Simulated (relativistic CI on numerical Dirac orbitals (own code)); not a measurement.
Forbidden lines of Nd21+

Method of calculation: Dirac-Coulomb-Breit CI, separate exchange-only KLI orbitals for each configuration, a model potential for QED, unscaled Slater integrals (own radial code, finite nucleus).

Configurations in the expansion (outside the closed core [Ar] 3d10): 4s²4p⁶4d³, 4s²4p⁵4d⁴, 4s²4p⁶4d²4f, 4s4p⁶4d⁴, 4s²4p⁶4d²5s, 4s4p⁶4d³4f, 4s²4p⁶4d²5p, 4s²4p⁶4d4f5s, 4s²4p⁶4d²5d, 4s²4p⁵4d³5s, 4s²4p⁶4d4f², 4s²4p⁶4f³, 4s²4p⁶4f²5s, 4s4p⁶4d4f³, 4s²4p⁶4f²5p, 4s²4p⁶4d5s², 4s²4p⁶4f5s², 4s4p⁶4d4f5s², 4s²4p⁶5s²5p. Double excitations out of closed p, d and f shells are left out; levels of such configurations are missing from the list, as are those of other unlisted configurations, and high levels can miss mixing partners. These lack a partner that the ground configuration has and come out too high: 4s²4p⁶4d²5d, 4s²4p⁵4d³5s.

```
λ vac (Å)                 Lower                  Upper  Type   A (s⁻¹)        gf  Branching (%)
   644.56   4s²4p⁶4d³ ⁴F5/2 [2]   4s²4p⁶4d³ ²D3/2 [18]    M1  3.10e+02  7.72e-08            8.9
   809.07   4s²4p⁶4d³ ⁴F3/2 [1]   4s²4p⁶4d³ ²F5/2 [14]    M1  2.01e+02  1.18e-07           18.2
   887.90   4s²4p⁶4d³ ⁴F5/2 [2]   4s²4p⁶4d³ ²P3/2 [17]    M1  5.49e+02  2.60e-07           16.9
   917.76   4s²4p⁶4d³ ⁴P5/2 [8]   4s²4p⁶4d³ ²D5/2 [19]    M1  1.07e+03  8.09e-07           17.4
   1039.4  4s²4p⁶4d³ ²D3/2 [10]   4s²4p⁶4d³ ²D5/2 [19]    M1  1.68e+03  1.64e-06           27.4
   1138.9   4s²4p⁶4d³ ⁴F7/2 [3]   4s²4p⁶4d³ ²G9/2 [16]    M1  1.68e+02  3.27e-07            5.8
   1158.0   4s²4p⁶4d³ ⁴F5/2 [2]   4s²4p⁶4d³ ²D5/2 [13]    M1  2.01e+02  2.43e-07           13.8
   1173.7   4s²4p⁶4d³ ⁴F7/2 [3]   4s²4p⁶4d³ ²F7/2 [15]    M1  1.81e+02  3.00e-07           18.4
   1287.7   4s²4p⁶4d³ ⁴P3/2 [4]   4s²4p⁶4d³ ²F5/2 [14]    M1  2.57e+02  3.83e-07           23.3
   1297.5   4s²4p⁶4d³ ²G9/2 [5]   4s²4p⁶4d³ ²F7/2 [15]    M1  4.42e+02  8.92e-07           44.9
   1443.4   4s²4p⁶4d³ ⁴F7/2 [3]   4s²4p⁶4d³ ²D5/2 [13]    M1  8.20e+02  1.54e-06           56.3
   1453.7  4s²4p⁶4d³ ²D5/2 [13]   4s²4p⁶4d³ ²D3/2 [18]    M1  1.19e+03  1.51e-06           34.3
   1477.6   4s²4p⁶4d³ ⁴P3/2 [4]   4s²4p⁶4d³ ²D5/2 [13]    M1  2.82e+02  5.53e-07           19.3
   1492.1   4s²4p⁶4d³ ⁴F5/2 [2]   4s²4p⁶4d³ ²D3/2 [10]    M1  1.12e+03  1.49e-06           33.2
   1494.9  4s²4p⁶4d³ ²F5/2 [14]   4s²4p⁶4d³ ²D5/2 [19]    M1  1.71e+03  3.45e-06           27.9
   1713.5   4s²4p⁶4d³ ⁴P5/2 [8]   4s²4p⁶4d³ ²P3/2 [17]    M1  1.05e+03  1.85e-06           32.4
   1740.0   4s²4p⁶4d³ ²G9/2 [5]  4s²4p⁶4d³ ²H11/2 [12]    M1  4.84e+02  2.63e-06           84.1
   1877.4   4s²4p⁶4d³ ⁴F5/2 [2]    4s²4p⁶4d³ ²G7/2 [7]    M1  1.55e+03  6.55e-06           79.0
   1937.6   4s²4p⁶4d³ ²G7/2 [7]   4s²4p⁶4d³ ²G9/2 [16]    M1  1.45e+03  8.16e-06           50.2
   2068.6   4s²4p⁶4d³ ⁴P3/2 [4]   4s²4p⁶4d³ ²D3/2 [10]    M1  1.67e+03  4.30e-06           49.7
   2155.9   4s²4p⁶4d³ ²H9/2 [9]   4s²4p⁶4d³ ²G9/2 [16]    M1  1.21e+03  8.43e-06           41.9
   2164.3   4s²4p⁶4d³ ⁴P1/2 [6]   4s²4p⁶4d³ ²P1/2 [11]    M1  1.70e+03  2.38e-06           94.4
   2176.6   4s²4p⁶4d³ ⁴F3/2 [1]    4s²4p⁶4d³ ⁴P3/2 [4]    M1  7.37e+02  2.09e-06           94.7
   2192.7  4s²4p⁶4d³ ²D3/2 [10]   4s²4p⁶4d³ ²P3/2 [17]    M1  8.91e+02  2.57e-06           27.4
   2377.1   4s²4p⁶4d³ ⁴P5/2 [8]   4s²4p⁶4d³ ²F5/2 [14]    M1  4.40e+02  2.24e-06           40.0
   2414.4   4s²4p⁶4d³ ⁴F7/2 [3]    4s²4p⁶4d³ ²H9/2 [9]    M1  5.40e+02  4.72e-06           46.0
   2763.1   4s²4p⁶4d³ ⁴F7/2 [3]    4s²4p⁶4d³ ²G7/2 [7]    M1  4.10e+02  3.76e-06           20.9
   2809.9   4s²4p⁶4d³ ⁴P3/2 [4]    4s²4p⁶4d³ ⁴P5/2 [8]    M1  4.07e+02  2.89e-06           73.1
   3004.3   4s²4p⁶4d³ ²G9/2 [5]    4s²4p⁶4d³ ²H9/2 [9]    M1  6.31e+02  8.54e-06           53.9
   3667.4   4s²4p⁶4d³ ⁴F3/2 [1]    4s²4p⁶4d³ ⁴F5/2 [2]    M1  6.78e+02  8.20e-06          100.0
```

Terms are leading LS components. Brackets give the number of a level in order of energy, since labels repeat. The list gives strong lines, with weight on those to low levels, among the lowest 200 of 2172 levels, so that lines to higher ones, which can be the strongest, are missing. Levels whose partners in the same complex of configurations lie outside the list can be far off, and so can their lines. Rates are taken at the computed energies, electric ones in the length gauge.

At this charge energies of transitions that change n are usually good to better than 1 %, and those within a shell (Δn = 0) to a few per cent. Terms inside the open d or f shell come out 10 to 20 % too wide with unscaled integrals.

LS names give the leading component of a level, which can be under half, so a name can repeat, a term be missing and a line seem to break the LS rules.
